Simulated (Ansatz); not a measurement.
Isomers of C₃H₅ClSi, relaxed with PBE0-D4/def2-TZVP in Ansatz; electronic energies, one conformer each and not always the lowest. Functionals use def2-TZVPP; CBS adds triple-zeta CCSD(T) − MP2 to the MP2 limit of def2-TZVPP and def2-QZVPP.

Question: Order them by energy at frozen-core CCSD(T)/CBS, lowest first. (An estimate is asked.)
A. `ClCC1=C[SiH2]1`
B. `ClC1=CC[SiH2]1`
C. `[SiH3]C1=CC1Cl`
D. `C=C=C([SiH3])Cl`
E. `C=C1[SiH2]C1Cl`
F. `[SiH3]C1=C(Cl)C1`
G. `C#C[SiH](C)Cl`
H. `CC#C[SiH2]Cl`

Answer: G (0.0 kcal/mol), H (6.3 kcal/mol), B (35.5 kcal/mol), D (53.9 kcal/mol), A (55.7 kcal/mol), E (62.4 kcal/mol), C (65.5 kcal/mol), F (70.1 kcal/mol).

Question: How do ωB97M-V, B3LYP-D4, B2PLYP, PBE-D4 place them (kcal/mol, against `C#C[SiH](C)Cl`)? (Best estimate.)

Answer: The calculation gave: 
```
            isomer  ωB97M-V  B3LYP-D4  B2PLYP  PBE-D4
  `C=C1[SiH2]C1Cl`     60.4      59.0    62.4    51.7
  `[SiH3]C1=CC1Cl`     63.3      62.5    65.0    56.5
  `ClC1=CC[SiH2]1`     33.5      34.4    36.3    26.9
    `CC#C[SiH2]Cl`      6.0       4.5     4.6     4.0
 `C=C=C([SiH3])Cl`     52.0      47.7    51.8    44.3
`[SiH3]C1=C(Cl)C1`     68.0      66.4    68.6    59.2
  `ClCC1=C[SiH2]1`     53.6      54.0    56.0    47.6
```

B3LYP here is the variant with VWN-RPA as its local correlation; programs differ in this.
